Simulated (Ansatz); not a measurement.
`C#[C][Ge]([F])([F])[F]` + H₂Se → `[F][Ge]([F])([F])[SeH]` + `C#C` at 400 K and 1 bar (ligand exchange at a Ge–C bond).

Isolated molecules relaxed with PBE0-D4/def2-TZVP in Ansatz; ΔE leaves out vibrations. CCSD(T)/CBS is the MP2 limit (def2-TZVPP, def2-QZVPP) plus CCSD(T) − MP2 in def2-TZVPP, frozen cores. This one scheme is used for every species. For Ge, Se outer-core shells are correlated without core-valence functions, which leaves a few kJ/mol of doubt a bond. Scalar relativity is left out up to krypton. One conformer a species, not always the lowest.

```
                 species  CCSD(T)/CBS energy (Eh)  H − E (kJ/mol)  S (J/(mol·K))
`C#[C][Ge]([F])([F])[F]`              -2452.25077           102.2          378.2
                    H₂Se              -2401.89790            49.4          229.5
`[F][Ge]([F])([F])[SeH]`              -4776.93734            72.6          398.1
                   `C#C`                -77.22717            85.5          213.8
```

H − E and S are ideal-gas, rigid-rotor, harmonic terms from PBE0-D4/def2-TZVP, for one conformer and one mirror image of each species. 1 Eh = 2625.50 kJ/mol, R = 8.31446 J/(mol·K).

Q: By hand: ΔE, ΔH, ΔS and ΔG.

A: ΔE = (-4776.93734) + (-77.22717) − (-2452.25077) − (-2401.89790) = -0.01584 Eh = -41.6 kJ/mol. Δ(H − E) = 72.6 + 85.5 − 102.2 − 49.4 = 6.5, so ΔH = -35.1 kJ/mol. ΔS = 398.1 + 213.8 − 378.2 − 229.5 = 4.2 J/(mol·K). ΔG = -35.1 − 400 × (4.2)/1000 = -36.8 kJ/mol.

Q: By hand: the equilibrium constant, and the temperature at which ΔG would vanish if ΔH and ΔS stayed fixed.

A: log₁₀ K = −ΔG/(RT ln 10) = 4.8. ΔH and −TΔS have one sign here, so there is no such temperature. One of them is within its doubt of zero, so this could turn.

The number of gas molecules stays the same, so ΔS is small and ΔH decides. A doubt of 5 kJ/mol in ΔE shifts log₁₀ K by 0.7 here. Other conformers and mirror images would add mixing entropy, several J/(mol·K) or more a flexible species. These are equilibria of isolated gas molecules and say nothing of rates. Largest T1 diagnostic: 0.013 (customary marks: 0.02 for closed shells, 0.045 for open ones).
